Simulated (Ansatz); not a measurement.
One change: `N#CB(Cl)Cl` becomes `C[Se]B(Cl)Cl`.

Ansatz, PBE0-D4/def2-TZVP geometries, multiplicity 1. Each molecule was computed in one conformer, which needn't be the lowest.

Scalar relativity is left out up to krypton.

| property | `N#CB(Cl)Cl` |
| --- | --- |
| HOMO–LUMO gap (B3LYP/def2-TZVPP) / eV | 6.25 |
| LUMO energy (PBE/def2-TZVPP) / eV | -3.95 |
| HOMO–LUMO gap (ωB97M-V/def2-TZVPP) / eV | 11.11 |
| HOMO energy (ωB97M-V/def2-TZVPP) / eV | -12.06 |
| HOMO–LUMO gap (PBE0/def2-TZVPP) / eV | 6.71 |
| HOMO–LUMO gap (PBE/def2-TZVPP) / eV | 4.41 |

Give the same properties after the change, and the shifts. (Best estimate.)

The calculation gave: 
```
                               property  `C[Se]B(Cl)Cl`  shift
  HOMO–LUMO gap (B3LYP/def2-TZVPP) / eV            5.70  -0.55
      LUMO energy (PBE/def2-TZVPP) / eV           -2.09   1.86
HOMO–LUMO gap (ωB97M-V/def2-TZVPP) / eV           10.21  -0.90
  HOMO energy (ωB97M-V/def2-TZVPP) / eV           -9.41   2.65
   HOMO–LUMO gap (PBE0/def2-TZVPP) / eV            6.09  -0.62
    HOMO–LUMO gap (PBE/def2-TZVPP) / eV            4.13  -0.28
```

With PBE0 the HOMO rises by 2.48 eV and the LUMO rises by 1.85 eV, so the gap narrows by about 0.63 eV. PBE moves the HOMO by 2.14 eV and ωB97M-V by 2.65 eV. The zero-point energy changes by 78.2 kJ/mol with +9 modes.

B3LYP here is the variant with VWN-RPA as its local correlation; programs differ in this.

Spin–orbit coupling is left out; it splits and shifts lone-pair levels of the heavy atoms by tenths of an eV.
